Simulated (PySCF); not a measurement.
C3H7OSSi (doublet state).
Atom-mapped SMILES: `[OH:1][SiH2:2][C@@H:3]1[CH:4][S:5][CH2:6]1` (hydrogens: H7 on O1; H8, H9 on Si2; H10 on C3; H11 on C4; H12, H13 on C6)

Geometry (GFN2-xTB, Å), atoms numbered from 1 in this order:
```xyz
13
C3H7OSSi angstrom
O      2.314   -1.106   -0.180
Si     0.761   -1.169    0.284
C     -0.257    0.203   -0.605
C      0.070    1.582   -0.169
S     -1.354    1.860    0.782
C     -1.706    0.304   -0.118
H      2.836   -0.309   -0.132
H      0.622   -0.961    1.726
H      0.347   -2.486   -0.176
H     -0.169    0.054   -1.688
H      1.022    2.035    0.031
H     -2.050   -0.484    0.547
H     -2.440    0.476   -0.903
```

The hyperfine couplings belong to this conformer and change with its torsions.

Computed, not measured: UKS B3LYP, pcH-1 on C H O S Si, non-relativistic, mean-field spin-orbit, GIAO (PySCF 2.14.0). Isolated species at its GFN2-xTB geometry (one conformer only). The geometry wasn't refined by DFT: couplings that depend on bond lengths, twists or pyramidal angles can differ widely from those at the functional's own minimum. Stability of the SCF solution: not tested.

**Question.** Predict the first-order ENDOR lines of C4, C3, C6, H10, H13, H9, H12 and Si2 under fast tumbling at B = 341.9 mT (X band).

**Answer.** ν± = |νn ± a/2|, one line for each electron-spin manifold; νn = |g_N| × 7.62259 MHz/T × B.

```tsv
nuclei	isotope	g_N	νn (MHz)	a_iso (MHz)	lower line (MHz)	upper line (MHz)
C4	13C	1.4048	3.66	156.23	74.45	81.77
C3	13C	1.4048	3.66	-22.57	7.62	14.94
C6	13C	1.4048	3.66	2.32	2.50	4.82
H10	1H	5.5857	14.56	80.88	25.89	55.00
H13	1H	5.5857	14.56	14.21	7.45	21.66
H9	1H	5.5857	14.56	13.92	7.60	21.52
H12	1H	5.5857	14.56	10.75	9.18	19.93
Si2	29Si	-1.1106	2.89	-78.61	36.41	42.20
```

The rows for 13C and 29Si, of low natural abundance, apply to labelled samples.

**Question.** Which pairs are centred on the nuclear Larmor frequency, and which on half the coupling?

**Answer.** Centred on νn, since |a| < 2νn: C6, H13, H9 and H12. Centred on |a|/2 and split by 2νn: C4, C3, H10 and Si2.

**Question.** At what field would the lower line of H10 fall to zero frequency?

**Answer.** Where νn = |a|/2, that is B = 40.44 MHz/(5.5857 × 7.62259 MHz/T) = 950 mT, as far as first order holds there.

Couplings of abundant isotopes left out: H11 (-29.5 MHz).

The largest Mulliken spin populations are on C4 (+0.80) and S5 (+0.18). The angles at C4 add up to 351.4°, so it is slightly pyramidal.

Hardware: one thread of an Arm Neoverse V2, shared host with 96 logical CPUs at a one-minute load of 38. Cost: 50 s wall (grids of density and orbitals included), 0.85 GiB resident at most.
